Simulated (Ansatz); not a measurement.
`[CH3][GaH][Cl]` + CH₃OH → `C[O][GaH][CH3]` + HCl  (ligand exchange at a Ga–Cl bond)

Computed with Ansatz on PBE0-D4/def2-TZVP structures; ΔE is electronic, products minus reactants. CCSD(T)/CBS adds triple-zeta CCSD(T) − MP2 to the extrapolated MP2 energy (def2 sets, frozen cores). This one scheme is used for every species. DFT in def2-TZVPP. HSE06 is defined as in plane-wave codes. For Ga outer-core shells are correlated without core-valence functions, which leaves a few kJ/mol of doubt a bond. Scalar relativity is left out up to krypton. One conformer a species, not always the lowest.

`[CH3][GaH][Cl]`:

Z-matrix (Å, degrees):
```
C
Ga 1 1.952
H 1 1.089 2 110.9
H 1 1.093 2 110.2 3 121.1
H 1 1.093 2 109.9 3 -120.7
Cl 2 2.160 1 116.2 3 2.5
H 2 1.560 1 130.1 3 -177.6
```

CH₃OH:

```xyz
6

C    -0.302   -0.173    0.073
O     0.524    0.794   -0.532
H    -1.315   -0.002   -0.293
H    -0.317   -0.085    1.167
H    -0.012   -1.197   -0.193
H     1.423    0.664   -0.223
```

`C[O][GaH][CH3]`:

Z-matrix (Å, degrees):
```
C
O 1 1.399
H 1 1.097 2 110.2
H 1 1.097 2 110.2 3 -118.6
H 1 1.099 2 113.5 3 120.7
Ga 2 1.790 1 124.2 3 -120.6
C 6 1.962 2 117.5 1 -0.0
H 6 1.559 2 112.0 1 -180.0
H 7 1.090 6 111.4 2 178.9
H 7 1.093 6 110.4 2 -60.5
H 7 1.093 6 110.5 2 58.2
```

HCl:

Z-matrix (Å, degrees):
```
Cl
H 1 1.279
```

**Question.** Is it downhill or uphill in electronic energy at CCSD(T)/CBS, and by how much? (An estimate is asked.)

**Answer.** The calculation gave: Uphill: ΔE = +65.9 kJ/mol.

**Question.** What do these levels give: PBE-D4, PBE0-D4, HSE06-D4, CAM-B3LYP-D4, PBE-QIDH, r2SCAN0, RPA@PBE/def2-TZVPP, MP2/def2-SVP, CCSD/def2-SVP, HF/def2-TZVPP, CCSD(T)/def2-TZVPP, MP2/def2-QZVPP? (Estimate.)

**Answer.** The calculation gave: PBE-D4 65.7, PBE0-D4 72.9, HSE06-D4 73.4, CAM-B3LYP-D4 64.6, PBE-QIDH 72.5, r2SCAN0 74.5, RPA@PBE/def2-TZVPP 56.8, MP2/def2-SVP 60.4, CCSD/def2-SVP 62.2, HF/def2-TZVPP 85.5, CCSD(T)/def2-TZVPP 61.9, MP2/def2-QZVPP 65.1 kJ/mol.

Largest T1 diagnostic among the species: 0.014.

At CCSD(T), def2-SVP lies −6.4 kJ/mol from the extrapolated value and def2-TZVPP −3.9 kJ/mol. Leaving LDA and LC-ωPBE aside and taking each functional with its dispersion term where it has one, the values, not all of them listed here, spread over 13.8 kJ/mol, from BLYP-D4 to BHLYP-D4. LDA lies −8.9 kJ/mol from PBE without D4. From PBE to PBE0 (25 % exact exchange), in def2-TZVPP and without D4, ΔE moves by +6.9 kJ/mol.
